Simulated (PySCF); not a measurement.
# SMILES C#C[C@@]12CC[C@@H]1[C@@H]2S, C7H8S

Cartesian coordinates in Å; atom numbers follow the order of the lines, from 1:
```xyz
16

C     2.6878   -1.5361    0.1026
C     1.6444   -0.9439    0.1049
C     0.4147   -0.2446    0.0917
C    -0.4839   -0.0805   -1.1356
C    -1.7242   -0.2206   -0.2317
C    -0.8190   -0.3666    0.9828
C     0.0849    0.8121    1.1161
S    -0.4399    2.4792    0.6629
H     3.5999   -2.0534    0.0983
H    -0.3769    0.8725   -1.6523
H    -0.3702   -0.8940   -1.8476
H    -2.3902    0.6411   -0.2053
H    -2.3020   -1.1184   -0.4368
H    -1.0073   -1.0284    1.8131
H     0.7165    0.8195    1.9969
H     0.7578    2.8711    0.2299
```

The calculation used PySCF 2.14.0, TDDFT B3LYP/def2-SVPD circular dichroism and optical rotation, one conformer, gas phase. Geometry: GFN2-xTB.

The molecule is flexible and this is one conformer; a measurement averages over conformers. States above about 6.6 eV lie in this functional's continuum (it starts at minus the energy of the highest occupied orbital, well below the true ionisation energy for most functionals) and depend on the basis.

(1) Assign R or S to each stereocentre.

(2) Which excitations and rotatory strengths does the calculation give?

## Answers

(1) C3 R, C6 S, C7 S.

(2) Rotatory strengths R in 10⁻⁴⁰ esu² cm², velocity form and length form (origin at the centre of mass); f in length form.
| state | E (eV) | λ (nm) | f | R (velocity) | R (length) | main |
| --- | --- | --- | --- | --- | --- | --- |
| 1 | 5.48 | 226 | 0.007 | +16.6 | +17.5 | HOMO→LUMO 0.80 |
| 2 | 5.75 | 216 | 0.014 | +9.3 | +9.9 | HOMO→LUMO+1 0.60, HOMO→LUMO+2 0.20 |
| 3 | 5.91 | 210 | 0.050 | -52.3 | -52.6 | HOMO→LUMO+2 0.46, HOMO→LUMO+1 0.29 |
| 4 | 6.13 | 202 | 0.060 | -22.5 | -22.3 | HOMO−1→LUMO 0.42, HOMO−1→LUMO+1 0.18 |
| 5 | 6.32 | 196 | 0.008 | +20.2 | +18.3 | HOMO→LUMO+3 0.28, HOMO−1→LUMO 0.28 |
| 6 | 6.39 | 194 | 0.007 | +0.3 | +0.3 | HOMO−2→LUMO 0.40, HOMO−2→LUMO+2 0.32 |
| 7 | 6.51 | 190 | 0.005 | +5.8 | +5.5 | HOMO−1→LUMO+2 0.50, HOMO−2→LUMO+2 0.17 |
| 8 | 6.58 | 189 | 0.001 | +3.8 | +3.9 | HOMO→LUMO+3 0.62, HOMO−1→LUMO+1 0.23 |
| 9 | 6.77 | 183 | 0.013 | +6.1 | +5.8 | HOMO→LUMO+5 0.57, HOMO−1→LUMO+1 0.12 |
| 10 | 6.82 | 182 | 0.003 | +0.2 | -0.3 | HOMO→LUMO+4 0.80 |
| 11 | 6.90 | 180 | 0.025 | -40.6 | -38.2 | HOMO−2→LUMO 0.42, HOMO−2→LUMO+1 0.35 |
| 12 | 7.05 | 176 | 0.065 | -7.2 | -3.4 | HOMO−1→LUMO+3 0.70, HOMO→LUMO+6 0.18 |

For state 10 the two forms differ in sign, so the sign of R isn't settled.

Among the states computed, the strongest CD band (largest |R|) is state 3. The largest dissymmetry factor in size, g = 4R/(D+G), with D and G the electric and magnetic dipole strengths, is +0.022 for state 8 (velocity form, f = 0.002), among bands with |R| over 0.5. The mirror image has the same energies and oscillator strengths and all R with the opposite sign.
